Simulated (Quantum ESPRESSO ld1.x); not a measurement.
The numbers below are computed, except where a source is named.
One sound ld1.x (Quantum ESPRESSO 7.5) input for neutral tellurium gives E = -6613.770 hartree in 38 iterations:

```
 &input
    zed=52.0,
    iswitch=1,
    rel=0,
    dft='PBE',
    config='[Kr] 4d10 5s2 5p4',
    verbosity='high',
    prefix='ld1',
    max_out_wfc=37,
    file_charge='ld1.rho',
 /
```

Changed or added lines, one case at a time, and what came of them:

- dx=0.003: refused. The program stops in do_mesh with "ndmx is too small": the mesh holds 3500 points at most, so dx, xmin and rmax must fit that.
- dft='HF': refused. The program stops in ld1_setup with "HF not implemented yet": ld1.x has no Hartree-Fock; KLI and OEP are its exact-exchange options.
- config='[Kr] 4d10 5s2 5p4 8s1': refused. The program stops in el_config with "wrong main quantum number": the config string takes n from 1 to 7 alone.
- atom='Te': harmless. atom and zed name the same element, and the result equals that of the sound run.
- tr2=1e-3: inaccurate. The cycle stops early, after 7 iterations, and the energy is off by -0.03656 hartree against the sound run.
- iswitch=5: refused. The program stops in ld1_readin with "wrong iswitch": iswitch takes 1 to 4.
- ecut=1: refused. The program stops in ld1_readin with "reading input namelist": the namelist holds a keyword that &input does not know.
